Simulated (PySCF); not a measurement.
Stepwise substitution at one centre (Sn CH3-OCH3). Isolated molecules, 0 K electronic values unless said otherwise. One relaxed conformer stands for each flexible species; it need not be the lowest. Strings in code marks are SMILES.

The four lowest singlet excitations (Tamm–Dancoff). Method: r2SCAN-D4/def2-TZVP // r2SCAN-D4/def2-SVP in PySCF 2.14.0. Excitations are Tamm–Dancoff values on a coarser integration grid. The basis has no diffuse functions, so Rydberg states are missing or too high.

```tsv
state	energy (eV)	wavelength (nm)	oscillator strength
S1	4.21	294	0.000
S2	4.30	289	0.013
S3	4.30	289	0.013
S4	4.55	273	0.051
```

Identify which member gives these states.
(A) `C[O][Sn]([CH3])([O]C)[O]C`
(B) `C[O][Sn]([CH3])([CH3])[O]C` (C–O–Sn–O torsion 59°, O–Sn–O–C torsion 58°)
(C) `C[O][Sn]([O]C)([O]C)[O]C`
(D) `[CH3][Sn]([CH3])([CH3])[CH3]`

C, `C[O][Sn]([O]C)([O]C)[O]C`
